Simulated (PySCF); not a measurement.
H₃NOSi, singlet, at a GFN2-xTB geometry. Base run: PBE/6-31G*, TDDFT (PySCF).

Input for PySCF:
```python
from pyscf import gto, scf, dft, tdscf

mol = gto.M(
    atom='''
Si   -0.28601121    0.07788246    0.56873758
O     0.59991377    1.22201520   -0.17362237
H     1.03484980    1.12405843   -1.02343158
N    -0.20776868   -1.23481266   -0.53701221
H     0.28777334   -1.23228115   -1.42125859
H    -0.66339559   -2.11456465   -0.36957155
''',
    basis='6-31g*',
    verbose=4,
)

mf = dft.RKS(mol)
mf.xc = 'pbe'
mf.kernel()
td = mf.TDDFT()
td.nstates = 5
td.kernel()
td.analyze()
```

The base run was repeated with changes; each row names its change, and settings that it needs were set with it.

| change | first excitation (eV) | oscillator strength of the first | second (eV) | core-seconds (rough) |
|---|---|---|---|---|
| base | 5.41 | 0.136 | 6.15 | 8 |
| functional = m062x | (withheld) | (withheld) | (withheld) | 60 |
| functional = lc_wpbe | 5.45 | 0.153 | 7.08 | 30 |
| basis = def2-SVPD | (withheld) | (withheld) | (withheld) | 20 |
| functional = pbe0 | 5.46 | 0.148 | 6.60 | 20 |
| functional = camb3lyp | 5.48 | 0.149 | 6.77 | 30 |
| nstates = 2 | 5.41 | 0.136 | 6.15 | 7 |
| functional = hf | 5.60 | 0.182 | 7.61 | 2 |
| functional = bhandhlyp | (withheld) | (withheld) | (withheld) | 20 |
| nstates = 15 | 5.41 | 0.136 | 6.15 | 10 |

Q: Some entries are withheld; supply them.

A: 
- functional = m062x, first excitation (eV): 5.34
- functional = m062x, oscillator strength of the first: 0.142
- functional = m062x, second (eV): 6.79
- basis = def2-SVPD, first excitation (eV): 5.29
- basis = def2-SVPD, oscillator strength of the first: 0.114
- basis = def2-SVPD, second (eV): 5.41
- functional = bhandhlyp, first excitation (eV): 5.53
- functional = bhandhlyp, oscillator strength of the first: 0.158
- functional = bhandhlyp, second (eV): 7.00

An iterative solver can miss low states, so a row lists the states that it found.
